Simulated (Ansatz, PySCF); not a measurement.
Reaction (SMILES): FC(F)CC(F)(F)F -> F[CH]F + [CH2]C(F)(F)F (the C-C bond at the site shown breaks; other sites are not compared here)
Each molecule is optimised on its own at B3LYP-D3(BJ)/def2-TZVP (Ansatz, an electronic-structure program), one conformer each, not searched for the lowest. Frequencies are from Ansatz or PySCF.

Quantity: bond dissociation energy (0 K, with B3LYP-D3(BJ) harmonic zero-point energies), in kcal/mol. Valence correlation only, unless marked. UHF or UKS for open shells. No spin-orbit coupling. No relativistic terms. Basis-set limits of correlation are two-point, X^-3; Hartree-Fock from the larger set. [CCSD(T)-MP2]/basis is that difference in the basis named.

Level to compare with: RI-MP2/CBS(cc-pVTZ,cc-pVQZ)+[CCSD(T)-MP2]/cc-pVTZ (Ansatz), 95.3 kcal/mol. It is a level with limits of its own, and the differences hold the functionals' basis error too.

Rank these functionals by how close they come to RI-MP2/CBS(cc-pVTZ,cc-pVQZ)+[CCSD(T)-MP2]/cc-pVTZ, closest first: wB97M-V/def2-TZVPD (Ansatz); B3LYP/def2-TZVPD (Ansatz); HSE06/def2-TZVPD (Ansatz).

wB97M-V/def2-TZVPD (range-separated hybrid meta-GGA with VV10, 94.2 kcal/mol, difference -1.1), HSE06/def2-TZVPD (screened hybrid, 88.1 kcal/mol, difference -7.2), B3LYP/def2-TZVPD (global hybrid, 84.1 kcal/mol, difference -11.2)
